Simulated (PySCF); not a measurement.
Atomic charges by several schemes

C6H12N2.
SMILES with atom numbers: `[CH2:1]=[CH:2][CH2:3][N:4]([CH:5]=[CH2:6])[NH:7][CH3:8]` (hydrogens: H9, H10 on C1; H11 on C2; H12, H13 on C3; H14 on C5; H15, H16 on C6; H17 on N7; H18, H19, H20 on C8)

Cartesian coordinates in Å at the GFN2-xTB level; atoms count from 1:
```xyz
20
C6H12N2 angstrom
C     -2.7412   -1.6904   -0.1346
C     -1.6070   -1.3148    0.4247
C     -0.2787   -1.3128   -0.2752
N      0.3785   -0.0189   -0.2222
C     -0.1857    1.0368   -0.8979
C      0.0453    2.3319   -0.6957
N      1.0965    0.1998    0.9677
C      2.5193    0.3730    0.7221
H     -3.6784   -1.6678    0.3955
H     -2.7780   -2.0520   -1.1500
H     -1.5822   -0.9512    1.4433
H      0.3954   -2.0240    0.2109
H     -0.4013   -1.6016   -1.3226
H     -0.8587    0.7198   -1.6826
H      0.7058    2.7059    0.0678
H     -0.4232    3.0705   -1.3178
H      0.7216    1.0125    1.4567
H      2.8955   -0.5357    0.2539
H      3.0153    0.5068    1.6814
H      2.7561    1.2228    0.0716
```

Density: PBE0/pcSseg-1 (PySCF); schemes: Mulliken, IAO, Hirshfeld and ESP-fitted. Isolated species at its GFN2-xTB geometry (one conformer only).

Task: At which atom do the 4 schemes differ most?

Result: At N4: from -0.502 (Mulliken) to +0.075 e (ESP-fitted), 0.577 e apart.

Task: For which atoms does the sign change between the 4 schemes (beyond +0.03 e in one, beyond −0.03 e in another)?

Result: C2, C3, N4 and C5. Atomic charges aren't observables, and each scheme defines them in its own way.

Task: Which atoms carry the highest charge in the Mulliken, IAO, Hirshfeld and ESP-fitted schemes?

Result: All schemes agree: Mulliken H17 (+0.177); IAO H17 (+0.238); Hirshfeld H17 (+0.104); ESP-fitted H17 (+0.358).

Task: Tabulate the Mulliken, IAO, Hirshfeld and ESP-fitted charges.

Result: In e:

```csv
atom,environment,Mulliken,IAO,Hirshfeld,ESP-fitted
C1,terminal =CH2 carbon,-0.145,-0.322,-0.105,-0.481
C2,alkene CH carbon,-0.249,-0.145,-0.045,+0.036
C3,sp3 carbon bound to nitrogen,+0.078,-0.152,-0.026,-0.463
N4,hydrazine nitrogen,-0.502,-0.106,-0.015,+0.075
C5,vinylic carbon bearing nitrogen,+0.105,-0.046,-0.010,-0.007
C6,terminal =CH2 carbon,-0.275,-0.440,-0.174,-0.690
N7,hydrazine nitrogen,-0.319,-0.325,-0.109,-0.479
C8,N-methyl carbon,-0.087,-0.304,-0.079,-0.349
H9,vinylic hydrogen,+0.118,+0.153,+0.046,+0.180
H10,vinylic hydrogen,+0.107,+0.141,+0.042,+0.197
H11,vinylic hydrogen,+0.106,+0.148,+0.043,+0.118
H12,methylene hydrogen,+0.133,+0.163,+0.046,+0.232
H13,methylene hydrogen,+0.113,+0.138,+0.045,+0.182
H14,vinylic hydrogen,+0.100,+0.152,+0.051,+0.187
H15,vinylic hydrogen,+0.102,+0.133,+0.028,+0.239
H16,vinylic hydrogen,+0.115,+0.154,+0.036,+0.222
H17,N–H hydrogen,+0.177,+0.238,+0.104,+0.358
H18,methyl hydrogen,+0.112,+0.149,+0.042,+0.161
H19,methyl hydrogen,+0.108,+0.146,+0.047,+0.154
H20,methyl hydrogen,+0.103,+0.123,+0.030,+0.129
```

Mean size of the charges over all atoms: ESP-fitted 0.247 e, IAO 0.184 e, Mulliken 0.158 e, Hirshfeld 0.056 e. Each set sums to the total charge, 0, to within 0.001 e. The ESP scheme fits charges at the nuclei, held to the total charge, to the electrostatic potential on points at 1.4 to 2.0 times the van der Waals radii.

Task: How many electrons does the IAO scheme count on C6?

Result: Z − q = 6 − (-0.440) = 6.440.

Task: Sum the charges by element.

Result: 
```json
{"element": "C", "atoms": "6", "Mulliken": "-0.572", "IAO": "-1.409", "Hirshfeld": "-0.439", "ESP-fitted": "-1.954"}
{"element": "N", "atoms": "2", "Mulliken": "-0.821", "IAO": "-0.431", "Hirshfeld": "-0.123", "ESP-fitted": "-0.404"}
{"element": "H", "atoms": "12", "Mulliken": "+1.393", "IAO": "+1.840", "Hirshfeld": "+0.562", "ESP-fitted": "+2.358"}
```

Task: How closely do the schemes follow one another over all atoms?

Result: Correlation coefficient and root-mean-square difference: IAO with Hirshfeld 0.98, 0.139 e; IAO with ESP-fitted 0.94, 0.127 e; Hirshfeld with ESP-fitted 0.93, 0.237 e; Mulliken with IAO 0.77, 0.136 e; Mulliken with Hirshfeld 0.74, 0.145 e; Mulliken with ESP-fitted 0.57, 0.245 e.
